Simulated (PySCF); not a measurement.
# One molecule, several mistakes: AlBGeH6N cation

All numbers below are calculated, not measured. The program is PySCF 2.14.0, an open-source quantum chemistry code, run on an isolated molecule that a program drew, which may never have been made. The molecule is AlBGeH6N cation (charge +1, singlet), drawn as the SMILES string `N[B]([AlH2])[GeH2+]`.

Each row is a Hartree-Fock (HF) and frozen-core CCSD(T) single point in the cc-pV(D+d)Z basis, meant for a local HF minimum. Run 1 is clean. Each other run has one planted mistake out of seven kinds, and not every kind appears here: one electron removed, one electron added, multiplicity raised by two, geometry at a saddle point, minimal basis STO-3G, one bond length entered in bohr, all coordinates scaled. The reference is restricted for singlets and unrestricted otherwise, and also for a bond in bohr. Adding or removing an electron swaps singlet and doublet. Electrons count all cores. HOMO and LUMO are orbital energies over both spins, the gradient is its largest component, and the lowest frequency (negative if imaginary) is given only where the gradient is small. Bond lengths are over the 9 bonds as drawn. T1 is the CCSD diagnostic: over 0.02 (restricted) or 0.045 (unrestricted) a single reference is doubtful. Germanium has the cc-pVDZ-PP basis, with a core potential (ECP10MDF) in place of its 10 inner electrons, and its 3s, 3p and 3d shells are frozen in CCSD(T).

Geometry of the clean run:
```xyz
10
AlBGeH6N cation, angstrom
N    -0.0529    0.0160    0.7773
B     0.9842    0.1276   -0.1055
Al    1.4314   -1.4499   -1.6345
Ge    2.3435    1.6611   -0.2813
H    -0.2984    0.6871    1.4792
H    -0.6631   -0.7807    0.7798
H     2.6472   -1.2276   -2.6034
H     0.4434   -2.6645   -1.5774
H     3.7650    1.5629    0.2576
H     2.2520    2.7167   -1.3759
```

```
run  electrons  basis functions  <S^2>  HOMO (eV)  LUMO (eV)  gradient (hartree/bohr)  lowest frequency (cm^-1)  mean bond (Å)  longest bond (Å)      T1  HF (hartree)  CCSD(T) (hartree)                     mistake
  1         62              104  0.000     -14.04      -4.99                  1.5e-05                        82         1.5394             2.242  0.0214    -617.67781         -618.14185                    no fault
  2         62              104  0.000     -13.77      -5.05                  4.4e-02                         -         1.6471             2.399  0.0237    -617.64203         -618.11608      all coordinates scaled
  3         62              104  2.024     -12.09      -6.25                  3.6e-02                         -         1.5394             2.242  0.0191    -617.61742         -618.06559  multiplicity raised by two
  4         62              104  0.000     -14.19      -5.50                  1.6e-05                       -89         1.5494             2.193  0.0171    -617.67288         -618.13162  geometry at a saddle point
  5         62              104  0.898     -10.98      -4.81                  2.4e-02                         -         1.7610             4.237  0.0796    -617.60108         -618.05329                           ?
```

**Which mistake was planted in run 5, and what did it cost?**

The mean bond changes by a factor of 1.144 and the longest by 1.890, so the molecule wasn't scaled as a whole. A length L in bohr read as angstrom grows by (1/0.5292 - 1) L = 0.890 L. The 9 bonds together grew by 9 x 0.2216 = 1.994 Å, which gives L = 2.242 Å. That is bond B2-Al3, 2.242 Å in the clean geometry. So the mistake is: one bond length entered in bohr. Subtracting run 1 and multiplying by 627.51 kcal/mol a hartree, the energy moved by 48.1 kcal/mol in HF and 55.6 kcal/mol in CCSD(T).

Cautions from the logs. Run 1: T1 is over the limit, so its CCSD(T) energy is less reliable; run 2: T1 is over the limit, so its CCSD(T) energy is less reliable; run 5: T1 is over the limit, so its CCSD(T) energy is less reliable.
